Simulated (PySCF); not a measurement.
## Radial density of Be⁺ (beryllium, charge +1)

UHF, [He] 2p1, 2P determinant (an excited configuration). All numbers are calculated (PySCF 2.14, the non-relativistic Hamiltonian (point nucleus), in aug-cc-pCVDZ).

```csv
r (bohr),4πr²ρ (e/bohr),4πr²(ρα − ρβ)
0.00835,0.02801,-0.0001
0.0141,0.07609,-0.0002
0.0236,0.1987,-0.0005
0.0398,0.4956,-0.0013
0.0669,1.131,-0.0029
0.112,2.243,-0.0052
0.189,3.514,-0.0054
0.318,3.779,0.0071
0.535,2.247,0.0555
0.900,0.6392,0.1701
1.51,0.3868,0.3674
2.55,0.3430,0.3429
4.28,0.06654,0.0665
7.21,0.002253,0.0023
```

Q: Where is the radial spin density 4πr²(ρα − ρβ) most negative, and why is it negative at all?

A: Around r = 0.189 bohr, down to -0.0054 e/bohr: exchange with the open shell polarises the paired shells in an unrestricted calculation.
